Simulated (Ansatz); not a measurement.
The same path of CH4S2Si (8 atoms, charge 0, multiplicity 1) was run 3 times with different band settings. The coordinate that changes most is the dihedral H7–C1–Si2–S3.

Computed with RKS LDA/def2-SVP (Ansatz).

Relaxed end points:

```xyz
8
Properties=species:S:1:pos:R:3
C -0.565 0.914 -0.354
Si 0.079 -0.644 0.404
S 2.131 -0.748 0.911
S 1.316 -1.901 -0.766
H -1.488 0.714 -0.939
H -0.811 1.660 0.432
H 0.209 1.336 -1.027
H -0.872 -1.330 1.338
```

```xyz
8
Properties=species:S:1:pos:R:3
C -0.566 0.912 -0.357
Si 0.052 -0.709 0.280
S 1.813 -0.730 1.455
S 1.798 -1.538 -0.583
H -1.182 1.427 0.411
H 0.301 1.554 -0.619
H -1.196 0.764 -1.260
H -1.020 -1.681 0.673
```

Common settings: movable images 7; climbing image yes; optimiser quadratic models (default); start path through a guess of the saddle point; iteration limit 60; end points relaxed.

| run | spring | force threshold |
| --- | --- | --- |
| 1 | 5.0 eV/Å² | 0.05 eV/Å |
| 2 | 5.0 eV/Å² | 0.5 eV/Å |
| 3 | 0.5 eV/Å² | 0.05 eV/Å |

What does each run give, and how far can it be trusted?

Run 1: converged after 4 iterations, highest image 0.057 eV above the first end. A vibrational analysis at the climbing image gives one clearly imaginary mode, 147i cm⁻¹: a first-order saddle point.
Run 2: converged after 3 iterations, highest image 0.057 eV above the first end. The threshold of 0.5 eV/Å is loose, so the images may lie well off the minimum-energy path. Another band between the same ends (7 images) ends at a top of the same energy, where a vibrational analysis finds 1 clearly imaginary mode.
Run 3: converged after 4 iterations, highest image 0.057 eV above the first end. Another band between the same ends (7 images) ends at a top of the same energy, where a vibrational analysis finds 1 clearly imaginary mode.
